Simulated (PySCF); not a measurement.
A calculated (UHF, PySCF 2.14, Sapporo-DKH3-DZP-2012, scalar relativity by spin-free X2C-1e) atom or ion has these occupied shells.

```tsv
shell	electrons	orbital energy (eV)	rms radius, mean of both spins (bohr)
1s	2	-15291.1	0.0464
2s	2	-2113.5	0.192
2p	6	-1869.3	0.171
3s	2	-347.21	0.544
3p	6	-266.29	0.557
3d	10	-131.91	0.578
4s	2	-48.072	1.57
4p	6	-27.469	1.85
```

Problem. Name the element and its charge.

Solution. Rb⁺ (rubidium, charge +1), in [Kr], closed-shell 1S.
